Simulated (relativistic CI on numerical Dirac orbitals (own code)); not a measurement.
# Line list: Electric-dipole lines, Ir9+

Computed by Dirac-Coulomb-Breit CI, KLI orbitals optimised for each configuration, a model potential for QED, unscaled Slater integrals (own radial code, finite nucleus).

CI space (outside the closed core [Kr] 4d10): 4f14 5s2 5p6, 4f14 5s2 5p5 5d, 4f14 5s 5p6 5d, 4f14 5s2 5p5 5f, 4f13 5s2 5p6 5d, 4f14 5s2 5p5 6s, 4f14 5s2 5p5 5g, 4f14 5s 5p6 5f, 4f14 5s2 5p5 6p, 4f13 5s2 5p6 6s, 4f14 5s 5p6 5g, 4f13 5s2 5p6 6p, 4f14 5s2 5p5 6d, 4f13 5s2 5p6 5f, 4f14 5s 5p6 6s, 4f14 5s2 5p5 7s, 4f13 5s2 5p6 6d, 4f14 5s2 5p5 7p, 4f14 5p6 5d2, 4f14 5p5 5d3, 4f14 5p5 5d2 5f, 4f13 5p6 5d3, 4f14 5p5 5d2 6s, 4f14 5p5 5d2 5g. Double excitations out of closed p, d and f shells are left out; levels of such configurations are missing from the list, as are those of other unlisted configurations, and high levels can miss mixing partners. Some configurations lack a partner that the ground configuration has and come out too high, among them 4f14 5s2 5p5 6p, 4f13 5s2 5p6 6s, 4f13 5s2 5p6 6p, 4f14 5s2 5p5 6d, 4f13 5s2 5p6 5f.

```
λ vac (Å)                       Lower                        Upper   A (s⁻¹)  log gf  S velocity/length
   151.49       4f14 5s2 5p6 1S_0 [1]   4f13 5s2 5p6 5d 1P°_1 [35]  6.27e+11    0.81               0.66
   170.04       4f14 5s2 5p6 1S_0 [1]   4f14 5s2 5p5 5d 1P°_1 [14]  1.68e+11    0.34               0.58
   201.39   4f14 5s2 5p5 5d 3P°_1 [3]     4f14 5s 5p6 5d 3D_1 [59]  1.21e+11    0.34               0.73
   209.06   4f14 5s2 5p5 5d 3F°_3 [4]     4f14 5s 5p6 5d 3D_2 [58]  7.27e+10    0.38               0.85
   214.75  4f13 5s2 5p6 5d 3H°_4 [21]   4f13 5s2 5p6 5f 3I_5 [113]  8.21e+10    0.80               0.90
   215.66  4f13 5s2 5p6 5d 3H°_5 [15]    4f13 5s2 5p6 5f 3I_6 [93]  1.27e+11    1.06               0.90
   217.21  4f13 5s2 5p6 5d 3G°_4 [17]    4f13 5s2 5p6 5f 3H_5 [99]  8.64e+10    0.83               0.90
   218.73  4f14 5s2 5p5 5d 3F°_2 [10]    4f14 5s2 5p5 5f 3G_3 [80]  1.15e+11    0.76               0.94
   220.52   4f14 5s2 5p5 5d 3D°_3 [8]     4f14 5s 5p6 5d 3D_3 [60]  5.99e+10    0.48               0.79
   222.32   4f14 5s2 5p5 5d 3F°_3 [4]    4f14 5s2 5p5 5f 3G_4 [52]  1.09e+11    0.86               0.98
   222.68  4f13 5s2 5p6 5d 3H°_6 [19]    4f13 5s2 5p6 5f 3I_7 [94]  1.26e+11    1.15               0.89
   223.45  4f13 5s2 5p6 5d 3H°_5 [29]   4f13 5s2 5p6 5f 3I_6 [117]  1.24e+11    1.08               0.89
   224.24  4f14 5s2 5p5 5d 3D°_2 [11]    4f14 5s2 5p5 5f 3D_3 [83]  1.32e+11    0.84               0.81
   225.36  4f13 5s2 5p6 5d 3G°_4 [32]   4f13 5s2 5p6 5f 3H_5 [124]  1.01e+11    0.93               0.90
   225.41  4f13 5s2 5p6 5d 3G°_5 [24]   4f13 5s2 5p6 5f 3H_6 [103]  9.85e+10    0.99               0.90
   226.05   4f14 5s2 5p5 5d 1D°_2 [7]    4f14 5s2 5p5 5f 1F_3 [53]  5.84e+10    0.50               0.94
   226.67   4f14 5s2 5p5 5d 3F°_4 [6]    4f14 5s2 5p5 5f 3G_5 [49]  1.17e+11    1.00               0.97
   230.06  4f14 5s2 5p5 5d 1F°_3 [12]    4f14 5s2 5p5 5f 3G_4 [81]  1.05e+11    0.87               0.94
   232.87   4f14 5s2 5p5 5d 3D°_3 [8]    4f14 5s2 5p5 5f 3F_4 [54]  1.02e+11    0.87               0.93
   418.57   4f14 5s2 5p5 5f 3G_5 [49]  4f14 5s2 5p5 5g 3H°_6 [127]  4.01e+10    1.14               1.04
```

Terms are leading LS components. Brackets give the number of a level in order of energy, since labels repeat. The list gives strong lines, with weight on those to low levels, among the lowest 173 of 1578 levels, so that lines to higher ones, which can be the strongest, are missing. Levels whose partners in the same complex of configurations lie outside the list can be far off, and so can their lines. Rates are taken at the computed energies, electric ones in the length gauge. A velocity-to-length ratio far from 1 marks an uncertain rate.

At this charge transitions that keep the count of f electrons are usually good to a few per cent. Levels and lines within the n = 5 or 6 shells can be off by up to 10 % or somewhat more, and those that change n by about 2 %, since core polarisation is missing. Levels that differ in their count of f electrons can be misplaced by several ten thousand cm⁻¹, since the correlation energy of f electrons is missing or only estimated; rates across such gaps can be off by orders of magnitude.

(1) From the table, what is the radiative lifetime of 4f13 5s2 5p6 5d 1P°_1?

Results:

(1) The listed rates from this level add up to about 6.27e+11 s⁻¹, 100 % of its decay; with all channels τ = 1.59e-12 s.

LS names give the leading component of a level, which can be under half, so a name can repeat, a term be missing and a line seem to break the LS rules.
